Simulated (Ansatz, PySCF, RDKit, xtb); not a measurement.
C2H4 (SMILES C=C) and C2H6O (SMILES COC) are pulled apart as rigid monomers along the line of their centres of mass, from the B3LYP-D3(BJ)/def2-TZVP minimum. Starting geometry (charge 0, multiplicity 1):
```xyz
15

C     -0.4438     0.2633     0.8613
C      0.7143    -0.1490     0.3659
H     -0.8217    -0.1025     1.8083
H     -1.0555     0.9864     0.3343
H      1.0965     0.2170    -0.5796
H      1.3275    -0.8756     0.8856
C     -0.5589     1.0341     4.5567
O     -0.5354    -0.3403     4.2367
C      0.7724    -0.8704     4.2416
H      0.0159     1.6223     3.8301
H     -0.1486     1.2172     5.5582
H     -1.5988     1.3563     4.5340
H      1.4141    -0.3545     3.5164
H      0.6987    -1.9224     3.9698
H      1.2323    -0.7880     5.2350
```

Interaction energies with rigid monomers; basis-set methods are counterpoise corrected unless marked otherwise.

Rows in 6-31G* carry no dispersion term and start afresh at each structure (6-31G* with six Cartesian d functions).

The values were computed with Ansatz (a quantum-chemistry and plane-wave program); PySCF for 6-31G* rows; RDKit for the force fields; xtb for the GFN methods. Each number belongs to the level named beside it.

```
H3···O8 (Å)  UFF (kcal/mol)  GFN-FF (kcal/mol)  GFN1-xTB (kcal/mol)  HF/6-31G* (no counterpoise) (kcal/mol)  PBE/def2-TZVPPD (kcal/mol)
-----------  --------------  -----------------  -------------------  --------------------------------------  --------------------------
2.22                   2.19              -1.20                -0.63                                    0.71                        0.17
2.46                  -0.81              -1.39                -1.31                                   -0.65                       -0.71
2.82             (withheld)              -1.18                -1.16                                   -1.03                       -0.87
3.43                  -0.75              -0.69                -0.59                                   -0.57                       -0.52
4.40                  -0.26              -0.24           (withheld)                                   -0.14                       -0.16
```

Question: Some entries are withheld; supply them.

Answer: 
- 2.82, UFF (kcal/mol): -1.28
- 4.40, GFN1-xTB (kcal/mol): -0.22
